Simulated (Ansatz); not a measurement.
HOSr, SMILES [Sr][OH], multiplicity 2.

The structure is a stationary point at B3LYP-D3(BJ)/def2-TZVPD. The def2 effective core potentials stand for the cores of Sr; spin–orbit coupling is left out.

Two levels are set side by side: PBE/def2-TZVPD (Ansatz, an electronic-structure program) and PBE0/def2-TZVPD (Ansatz). Energy differences of separate SCF runs at the same geometry; the states with an electron removed or added have multiplicity 1 and 1. Differences are taken from unrounded values.

| quantity | PBE0 |
|---|---|
| vertical ionisation energy (eV) | 5.20 |
| vertical electron affinity (eV) | 0.67 |

Q: What does PBE give, and how far is it from PBE0? (Estimate from the structure and the level; the computed values follow.)

A: 
| quantity | PBE | PBE minus PBE0 |
|---|---|---|
| vertical ionisation energy (eV) | 5.24 | 0.04 |
| vertical electron affinity (eV) | 0.72 | 0.05 |
